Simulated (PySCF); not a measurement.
Species: CF3SO3SiMe3, C₄H₉F₃O₃SSi.
Bonds: C1–Si2, Si2–C3, Si2–C4, Si2–O5, O5–S6, S6–O7 (double), S6–O8 (double), S6–C9, C9–F10, C9–F11, C9–F12. Hydrogens: H13, H14, H15 on C1; H16, H17, H18 on C3; H19, H20, H21 on C4.

A GFN2-xTB structure was refined with PySCF, PBE0-D3(BJ)/def2-SVP geometry optimisation, gas phase. Its GFN2-xTB values:

```tsv
coordinate	GFN2-xTB
C1–Si2	1.888 Å
C1–H13	1.092 Å
Si2–O5	1.703 Å
O5–S6	1.515 Å
S6=O7	1.419 Å
S6=O8	1.420 Å
S6–C9	1.878 Å
C9–F10	1.330 Å
Si2–O5–S6	122.5°
C4–Si2–O5	98.7°
O5–S6–O7	112.4°
O5–S6–O8	112.0°
O5–S6–C9	97.4°
S6–C9–F10	108.4°
O7–S6–O8	118.8°
O7–S6–C9	107.1°
C1–Si2–O5–S6	-62°
Si2–O5–S6–O7	8°
```

How do these coordinates change at the PBE0-D3(BJ)/def2-SVP level?

| coordinate | PBE0-D3(BJ)/def2-SVP (Å or °) | change |
| --- | --- | --- |
| O5–S6 | 1.573 | +0.058 |
| Si2–O5 | 1.757 | +0.054 |
| S6=O7 | 1.451 | +0.032 |
| C1–Si2 | 1.861 | -0.027 |
| S6–C9 | 1.853 | -0.025 |
| S6=O8 | 1.440 | +0.020 |
| C1–H13 | 1.100 | +0.008 |
| C9–F10 | 1.324 | -0.006 |
| Si2–O5–S6 | 127.5 | +5.0 |
| O7–S6–O8 | 121.9 | +3.1 |
| C4–Si2–O5 | 101.3 | +2.6 |
| O5–S6–O8 | 109.8 | -2.2 |
| O5–S6–O7 | 110.5 | -1.9 |
| S6–C9–F10 | 109.7 | +1.3 |
| O5–S6–C9 | 98.2 | +0.8 |
| O7–S6–C9 | 106.5 | -0.6 |
| Si2–O5–S6–O7 | 4 | -4 |
| C1–Si2–O5–S6 | -63 | -1 |

The energy falls by 0.415 eV over 6 energy and gradient evaluations, the largest force component goes from 0.0600 to 3.4e-04 Eh/bohr, and the atoms move by 0.109 Å rms after alignment. The bond that changes most is O5–S6 (ends: oxygen bonded to S and Si; sulfonyl sulfur), which lengthens by 0.058 Å. Bonds longer at the end by more than 0.005 Å: 9 of 20; shorter: 8. Rotational constants go from 1200, 530.4, 487.4 to 1196, 512.6, 472.6 MHz.

The run used 221 basis functions and 46 SCF cycles in all.

PBE0-D3(BJ)/def2-SVP frequencies: not computed here. One conformer, not necessarily the lowest.

Conformer computed: `[CH3:1][Si:2]([CH3:3])([CH3:4])[O:5][S:6](=[O:7])(=[O:8])[C:9]([F:10])([F:11])[F:12]`: C1–Si2–O5–S6 -63°, Si2–O5–S6–O7 4°, O5–S6–C9–F10 -60°.
